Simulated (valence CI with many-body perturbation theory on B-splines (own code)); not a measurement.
## Level structure of Re54+

Computed by configuration interaction combined with many-body perturbation theory (CI+MBPT): three valence electrons over a frozen Dirac-Fock core [Ar], radial functions for each j: 7 s, 7 p, 8 d, 6 f, 4 g, 1 h, with the one-electron correlation potential Σ1 (screened to all orders), the two-electron term Σ2, the three-electron term Σ3, Breit, model QED; selected single and double excitations, second order for the rest, scaled by the run's own slope (own B-spline code, finite nucleus).

The last digits are not significant, and no measured levels were compared; by estimate large intervals hold to a few tenths of a per cent, small ones and those within an open d or f shell to about a per cent. The list stops below the first excitations out of the core. Only levels of the ground parity were solved; by the run's estimate the other parity begins above the list, which can be wrong where configurations are misplaced.

Levels 1 to 17 of 17, with energies above the lowest level, (3d3/2^3) J=3/2. "Leading %" is the weight of the configuration and term that name the level; weights of strongly mixed levels are sums over their largest components and can fall short, so below about 35 % the name and the second component can differ from the true leading terms, or belong to a minority configuration. In the jj column 3d3/2^4 stands for four electrons in 3d with j = 3/2. Lifetimes count E1, E2, E3, M1 and M2 decay at the calculated energies, and are blank where another channel may lead or the interval is too uncertain; long ones can be off by a factor of two.

| No. | Configuration | Term | J | E (cm⁻¹) | Leading % | Lifetime | Second component | Leading jj |
| --- | --- | --- | --- | --- | --- | --- | --- | --- |
| 1 | 3d3 | 4F | 3/2 | 0 | 43 |  | 40 % 3d3 2D | 3d3/2^3 (99 %) |
| 2 | 3d3 | 4F | 5/2 | 567230 | 81 | 237 ns | 17 % 3d3 2D | 3d3/2^2 3d5/2 (99 %) |
| 3 | 3d3 | 4P | 3/2 | 618750 | 38 | 295 ns | 33 % 3d3 4F | 3d3/2^2 3d5/2 (99 %) |
| 4 | 3d3 | 2H | 9/2 | 648480 | 47 |  | 42 % 3d3 2G | 3d3/2^2 3d5/2 (99 %) |
| 5 | 3d3 | 2G | 7/2 | 650110 | 50 | 139 μs | 31 % 3d3 4F | 3d3/2^2 3d5/2 (98 %) |
| 6 | 3d3 | 4P | 1/2 | 662860 | 57 | 792 ns | 43 % 3d3 2P | 3d3/2^2 3d5/2 (100 %) |
| 7 | 3d3 | 2D | 5/2 | 856290 | 45 | 2.53 μs | 31 % 3d3 4P | 3d3/2^2 3d5/2 (97 %) |
| 8 | 3d3 | 4F | 7/2 | 1205600 | 67 | 134 ns | 31 % 3d3 2G | 3d3/2 3d5/2^2 (99 %) |
| 9 | 3d3 | 4F | 9/2 | 1243500 | 50 | 227 ns | 41 % 3d3 2H | 3d3/2 3d5/2^2 (98 %) |
| 10 | 3d3 | 4P | 3/2 | 1286900 | 40 | 114 ns | 38 % 3d3 2D | 3d3/2 3d5/2^2 (100 %) |
| 11 | 3d3 | 2P | 1/2 | 1311100 | 57 | 175 ns | 43 % 3d3 4P | 3d3/2 3d5/2^2 (100 %) |
| 12 | 3d3 | 2H | 11/2 | 1321200 | 100 | 578 ns |  | 3d3/2 3d5/2^2 (100 %) |
| 13 | 3d3 | 2D | 5/2 | 1323300 | 40 | 215 ns | 39 % 3d3 4P | 3d3/2 3d5/2^2 (96 %) |
| 14 | 3d3 | 2F | 5/2 | 1396700 | 44 | 346 ns | 39 % 3d3 2D | 3d3/2 3d5/2^2 (98 %) |
| 15 | 3d3 | 2F | 7/2 | 1399300 | 78 | 443 ns | 20 % 3d3 2G | 3d3/2 3d5/2^2 (99 %) |
| 16 | 3d3 | 2D | 3/2 | 1566300 | 79 | 235 ns | 16 % 3d3 2P | 3d3/2 3d5/2^2 (97 %) |
| 17 | 3d3 | 2G | 9/2 | 1881900 | 49 | 114 ns | 38 % 3d3 4F | 3d5/2^3 (99 %) |

The ionisation energy to 3d2 3F_2 of the next ion comes out as 5237.6 eV (NIST: 5236 ± 5 eV (theoretical)). All 17 levels together are meant to be complete up to 1904700 cm⁻¹.
